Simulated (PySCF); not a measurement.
## Excitation energy of Yb⁺ by level of theory

Yb⁺ [Xe] 4f14 6s1 (2S) → Yb⁺ [Xe] 4f13 5d1 6s1 (high-spin determinant), as a difference of total energies. Calculation: PySCF 2.14, in x2c-TZVPPall; scalar relativity by spin-free X2C-1e. Correlated levels: valence: [Kr] 4d10 frozen; valence and next inner shell: [Ar] 3d10 frozen. The calculations carry no spin-orbit coupling.

```tsv
method	excitation energy (eV)
UHF	0.355
LDA	5.105
PBE	4.624
PBE0	3.684
r2SCAN	3.644
MP2 (valence)	5.611
SCS-MP2 (valence)	4.918
MP2 (valence and next inner shell)	6.105
SCS-MP2 (valence and next inner shell)	5.284
```

Task: How much does correlation contribute at MP2 (valence and next inner shell)?

Result: 6.105 − (0.355) = 5.750 eV, measured against UHF.

A first-order spin-orbit estimate (lowest level to lowest level, LS coupling) adds -0.447 eV.

The determinant of the upper state mixes LS terms, which raises its energy above the lowest term, most at the Hartree-Fock and MP2 levels.
